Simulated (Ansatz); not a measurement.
The same path of CH6AlBSe (10 atoms, charge 0, multiplicity 1) was run twice with different band settings. The coordinate that changes most is the dihedral Se2–B3–Al4–H9.

Method: RKS BLYP-D4/def2-SVP (Ansatz).

Relaxed end points:

```xyz
10
Properties=species:S:1:pos:R:3
C -1.371 0.301 -1.093
Se -1.167 -1.475 -0.191
B 0.432 -1.269 0.839
Al 1.618 0.478 0.917
H -2.275 0.255 -1.728
H -1.496 1.092 -0.331
H -0.486 0.499 -1.726
H 0.670 -2.298 1.446
H 1.360 1.625 2.009
H 2.798 0.741 -0.138
```

```xyz
10
Properties=species:S:1:pos:R:3
C -1.352 0.289 -1.121
Se -1.157 -1.481 -0.204
B 0.423 -1.263 0.854
Al 1.598 0.492 0.944
H -2.255 0.241 -1.757
H -1.476 1.086 -0.366
H -0.465 0.478 -1.754
H 0.653 -2.287 1.470
H 2.809 0.745 -0.078
H 1.304 1.649 2.016
```

Common settings: climbing image yes; spring 5.0 eV/Å²; optimiser quadratic models (default); start path IDPP; force threshold 0.05 eV/Å; iteration limit 60; end points relaxed.

| run | movable images |
| --- | --- |
| 1 | 5 |
| 2 | 1 |

Q: What does each run give, and how far can it be trusted?

A: Run 1: converged after 7 iterations, highest image 0.063 eV above the first end. A vibrational analysis at the climbing image gives one clearly imaginary mode, 123i cm⁻¹: a first-order saddle point.
Run 2: converged after 7 iterations, highest image 0.063 eV above the first end. The dihedral Se2–B3–Al4–H9 jumps by 91° between images 1 and 2, so the path isn't resolved there. Another band between the same ends (5 images) ends at a top of the same energy, where a vibrational analysis finds 1 clearly imaginary mode. So few images can step over the top or miss a turn of the path.
